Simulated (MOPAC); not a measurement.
MOPAC input (MNDO):

```
MNDO PRECISE GNORM=0.05 LET XYZ GEO-OK AUX(PRECISION=9) THREADS=1
Cl3FSi

F    -0.03138900 1    0.14495700 1    1.82106600 1
Si   -0.00423300 1    0.01954800 1    0.24558300 1
Cl    1.88985100 1   -0.41273100 1   -0.32593000 1
Cl   -0.60101200 1    1.78635400 1   -0.54391200 1
Cl   -1.26873600 1   -1.46646300 1   -0.29649600 1
```

Output:

```
 *******************************************************************************
 **                                                                           **
 **                              MOPAC v23.2.5                                **
 **                                                                           **
 *******************************************************************************
 ** MOPAC's Digital Object Identifier: https://doi.org/10.5281/zenodo.6511958 **
 **                                                                           **
 ** Please cite the open-source release paper for use of this MOPAC version:  **
 ** J. E. Moussa and J. J. P. Stewart (2026)                                  **
 ** MOPAC: An open-source semiempirical molecular orbital program             **
 ** J. Open Source Softw., 11(119), 8025, https://doi.org/10.21105/joss.08025 **
 *******************************************************************************

                              MNDO CALCULATION RESULTS

 *******************************************************************************
 *  MNDO       - The MNDO Hamiltonian to be used
 *  GEO-OK     - OVERRIDE INTERATOMIC DISTANCE AND OTHER SAFETY CHECKS
 *  LET        - OVERRIDE SOME SAFETY CHECKS
 *  PRECISE    - TIGHTER CRITERIA TO BE USED
 *  XYZ        - CARTESIAN COORDINATE SYSTEM TO BE USED
 *  GNORM      - EXIT WHEN GRADIENT NORM DROPS BELOW 0.050
 *  AUX        - OUTPUT AUXILIARY INFORMATION
 *******************************************************************************
MNDO PRECISE GNORM=0.05 LET XYZ GEO-OK AUX(PRECISION=9) THREADS=1
 Cl3FSi

   ATOM   CHEMICAL          X               Y               Z
  NUMBER   SYMBOL      (ANGSTROMS)     (ANGSTROMS)     (ANGSTROMS)

     1       F         -0.03138900  *   0.14495700  *   1.82106600  *
     2      Si         -0.00423300  *   0.01954800  *   0.24558300  *
     3      Cl          1.88985100  *  -0.41273100  *  -0.32593000  *
     4      Cl         -0.60101200  *   1.78635400  *  -0.54391200  *
     5      Cl         -1.26873600  *  -1.46646300  *  -0.29649600  *

          CARTESIAN COORDINATES

    NO.       ATOM           X           Y           Z

     1         F         -0.0314      0.1450      1.8211
     2        Si         -0.0042      0.0195      0.2456
     3        Cl          1.8899     -0.4127     -0.3259
     4        Cl         -0.6010      1.7864     -0.5439
     5        Cl         -1.2687     -1.4665     -0.2965

  F: (MNDO): M.J.S. DEWAR, H.S. RZEPA, J. AM. CHEM. SOC., 100, 777, (1978)
 Si: (MNDO): M.J.S.DEWAR, ET. AL. ORGANOMETALLICS  5, 375 (1986)
 Cl: (MNDO): M.J.S.DEWAR, H.S.RZEPA, J. COMP. CHEM., 4, 158, (1983)

           Empirical Formula: F Si Cl3  =     5 atoms

      MOLECULAR POINT GROUP   :   C3v

      RHF CALCULATION, NO. OF DOUBLY OCCUPIED LEVELS = 16

          Geometry optimization using EF

          DIAGONAL MATRIX USED AS START HESSIAN

 CYCLE:     1  GRAD.:    75.792 HEAT: -198.7586
 CYCLE:     2  GRAD.:   195.688 HEAT: -194.5972
 CYCLE:     3  GRAD.:   151.875 HEAT: -187.6704
 CYCLE:     4  GRAD.:    69.569 HEAT: -201.2347
 CYCLE:     5  GRAD.:    45.357 HEAT: -202.1170
 CYCLE:     6  GRAD.:     5.029 HEAT: -202.5540
 CYCLE:     7  GRAD.:     0.449 HEAT: -202.5610
 CYCLE:     8  GRAD.:     0.263 HEAT: -202.5614
 CYCLE:     9  GRAD.:     0.904 HEAT: -202.5610
 CYCLE:    10  GRAD.:     0.051 HEAT: -202.5614
 CYCLE:    11  GRAD.:     0.006 HEAT: -202.5614

     GRADIENT =  0.00552 IS LESS THAN CUTOFF =  0.05000

 -------------------------------------------------------------------------------
 MNDO PRECISE GNORM=0.05 LET XYZ GEO-OK AUX(PRECISION=9) THREADS=1
 Cl3FSi

     GEOMETRY OPTIMISED USING EIGENVECTOR FOLLOWING (EF).
     SCF FIELD WAS ACHIEVED

                              MNDO CALCULATION
                                                       MOPAC v23.2.5 Linux

          FINAL HEAT OF FORMATION =       -202.56145 KCAL/MOL =    -847.51709 KJ/MOL

          COSMO AREA              =        135.24 SQUARE ANGSTROMS
          COSMO VOLUME            =        128.39 CUBIC ANGSTROMS

          GRADIENT NORM           =          0.00552          =       0.00247 PER ATOM
          IONIZATION POTENTIAL    =         13.651187 EV
          HOMO LUMO ENERGIES (EV) =        -13.651 -2.260
          NO. OF FILLED LEVELS    =         16
          MOLECULAR WEIGHT        =        153.4429         POINT GROUP:  C3v

          MOLECULAR DIMENSIONS (Angstroms)

            Atom       Atom       Distance
           Cl     4   Cl     3     3.41094
           Cl     5    F     1     3.01452
           Cl     3   Cl     5     2.23650

          SCF CALCULATIONS        =         12

   ATOM   CHEMICAL          X               Y               Z
  NUMBER   SYMBOL      (ANGSTROMS)     (ANGSTROMS)     (ANGSTROMS)

     1       F         -0.03208806  *   0.14818495  *   1.86160453  *
     2      Si         -0.00507870  *   0.02345075  *   0.29460978  *
     3      Cl          1.93613140  *  -0.42397412  *  -0.34883715  *
     4      Cl         -0.61538989  *   1.82866403  *  -0.57212658  *
     5      Cl         -1.29937405  *  -1.50336653  *  -0.31868621  *

                             CARTESIAN COORDINATES

   1    F       -0.032088061     0.148184948     1.861604525
   2   Si       -0.005078702     0.023450750     0.294609776
   3   Cl        1.936131397    -0.423974116    -0.348837148
   4   Cl       -0.615389892     1.828664033    -0.572126575
   5   Cl       -1.299374051    -1.503366533    -0.318686208

           Empirical Formula: F Si Cl3  =     5 atoms

      MOLECULAR POINT GROUP   :   C3v

                  EIGENVALUES
 -45.63796 -26.94232 -25.69646 -25.69646 -19.99000 -17.95492 -17.70471 -17.70471
 -15.21395 -15.21394 -14.07700 -13.94437 -13.94437 -13.65742 -13.65119 -13.65119
  -2.26026  -1.07816  -1.07816   1.77788

              NET ATOMIC CHARGES AND DIPOLE CONTRIBUTIONS

  ATOM NO.   TYPE          CHARGE      No. of ELECS.   s-Pop       p-Pop
    1          F          -0.458087        7.4581     1.85961     5.59848
    2         Si           1.633431        2.3666     0.94488     1.42169
    3         Cl          -0.391781        7.3918     1.98672     5.40506
    4         Cl          -0.391781        7.3918     1.98672     5.40506
    5         Cl          -0.391781        7.3918     1.98672     5.40506
 DIPOLE           X         Y         Z       TOTAL
 POINT-CHG.    -0.009     0.044     0.548     0.550
 HYBRID        -0.007     0.033     0.410     0.412
 SUM           -0.017     0.076     0.959     0.962

          ATOMIC ORBITAL ELECTRON POPULATIONS

     Atom    s        px        py        pz
    1  F   1.85961   1.94725   1.94579   1.70545
    2 Si   0.94488   0.48388   0.48370   0.45411
    3 Cl   1.98672   1.51188   1.95725   1.93593
    4 Cl   1.98672   1.93576   1.57571   1.89359
    5 Cl   1.98672   1.77318   1.69119   1.94069

 **********************
 *                    *
 * JOB ENDED NORMALLY *
 *                    *
 **********************

 == MOPAC DONE ==
```

The geometry given is a B3LYP-D3(BJ)/def2-TZVP minimum.
